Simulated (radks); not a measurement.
Q: These are the eigenvalues of the occupied orbitals of an atom or ion with whole-number occupations (hartree). Calculated with a radial shooting solver on a logarithmic mesh with Libxc functionals: Dirac Kohn-Sham, LDA (Slater exchange, Perdew-Wang correlation), spin-unpolarised, spherical densities, finite nucleus; Fermi nuclear charge, rms radius of each element as measured or else 0.836 A^(1/3) + 0.57 fm.

| orbital | eigenvalue |
|---|---|
| 1s1/2 | -1477.101 |
| 2s1/2 | -236.5737 |
| 2p1/2 | -223.4829 |
| 2p3/2 | -207.0918 |
| 3s1/2 | -51.03925 |
| 3p1/2 | -45.48026 |
| 3p3/2 | -42.26099 |
| 3d3/2 | -32.49859 |
| 3d5/2 | -31.80650 |
| 4s1/2 | -10.42877 |
| 4p1/2 | -8.36387 |
| 4p3/2 | -7.66734 |
| 4d3/2 | -4.27003 |
| 4d5/2 | -4.14806 |
| 5s1/2 | -1.64089 |
| 5p1/2 | -1.07689 |
| 5p3/2 | -0.97527 |
| 4f5/2 | -0.35860 |
| 4f7/2 | -0.34639 |
| 5d3/2 | -0.27682 |
| 5d5/2 | -0.26918 |

Which element is it, and in what charge state? The configuration may be excited. Open shells, if any, are shared by 2j + 1.

A: Z = 58, cerium, charge +1: Ce+ in [Xe] 4f1 5d2. The list shows which subshells hold electrons but not how many an open one holds; the 1s level, -1477.1 hartree, gives Z - s = 54.4 by -(Z - s)^2/2, which with screening and relativity narrows Z to a few neighbours, and the depths of the outer levels then fix element, charge and occupations together.
